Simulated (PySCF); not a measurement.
ScF2, SMILES [F][Sc+][F], charge +1.

The structure is a stationary point at PBE0-D3(BJ)/def2-TZVP. The multiplicity is an assumed one; other spin states were not compared. The isomer is the one that the SMILES or the coordinates give; other isomers of the formula were not compared.

Two levels are set side by side: PBE/def2-TZVPD (PySCF) and ωB97X/def2-TZVPD (PySCF). Same geometry, gas phase. Differences are taken from unrounded values.

| quantity | ωB97X | PBE | PBE minus ωB97X |
|---|---|---|---|
| orbital gap (eV) | 13.48 | 5.56 | -7.92 |
| highest occupied level (eV) | -19.89 | -15.57 | 4.32 |
| lowest empty level (eV) | -6.41 | -10.01 | -3.60 |
| mean polarisability (bohr³) | 18.6 | 20.0 | 1.3 |

PBE's occupied levels lie high since its potential decays too fast outside the molecule; exact exchange lowers them and widens the gap. Loosely held outer electrons make PBE densities more polarisable. Differences between two approximate levels are no errors against the true value.

Rough cost on one machine, each run with all the roots and properties that it gave: ωB97X against PBE within a factor of 2.
